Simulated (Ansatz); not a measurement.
Total energies of `[OH][GaH][OH]`.

Cartesian coordinates in Å:
```
O -1.025 0.456 0.873
Ga 0.210 -0.454 -0.041
O 1.029 0.545 -1.260
H -1.489 -0.051 1.541
H 0.570 -1.945 0.163
H 0.705 1.449 -1.275
```

Charge 0, multiplicity 1. Correlated methods include outer-core shells of Ga, which these sets cover unevenly. Scalar relativity is left out up to krypton. The structure was optimised at the PBE0-D4/def2-TZVP level. It is one conformer, not always the lowest. Basis def2-TZVPP, the Gaussian-basis code of Ansatz.

RPA on PBE orbitals: Hartree–Fock energy of these orbitals -2074.79223 Eh, correlation -1.09446 Eh (frozen core).

```csv
functional,energy without D4 (Eh),D4 term (kJ/mol)
LDA (SPW92),-2073.11538,–
revPBE,-2077.04241,-22.9
r2SCAN,-2077.15058,-1.8
B97M-V,-2076.81662,–
B3LYP,-2077.28726,-12.7
BHLYP,-2077.13163,-10.1
CAM-B3LYP,-2077.30778,-6.6
LC-ωPBE,-2076.89985,–
B2PLYP,-2076.77606,–
PBE-QIDH,-2076.46467,–
```

(1) Give the same for PBE, BLYP, PBE0, r2SCANh, r2SCAN0, HSE06 (plane-wave form), ωB97X-V, ωB97M-V. (Estimate.)

B3LYP takes the VWN-RPA correlation (the form of Gaussian; ORCA's B3LYP/G). HSE06 is the plane-wave form, built on full-range PBE exchange. The double hybrids freeze the cores in their second-order part.

## Answers

(1) The calculation gave: 
```csv
functional,energy without D4 (Eh),D4 term (kJ/mol)
PBE,-2076.78067,-7.8
BLYP,-2077.28049,-17.3
PBE0,-2076.81719,-6.5
r2SCANh,-2077.12923,-1.9
r2SCAN0,-2077.09867,-2.1
HSE06 (plane-wave form),-2076.80996,-6.1
ωB97X-V,-2077.00399,–
ωB97M-V,-2077.08147,–
```

LC-ωPBE has ω = 0.4 bohr⁻¹.
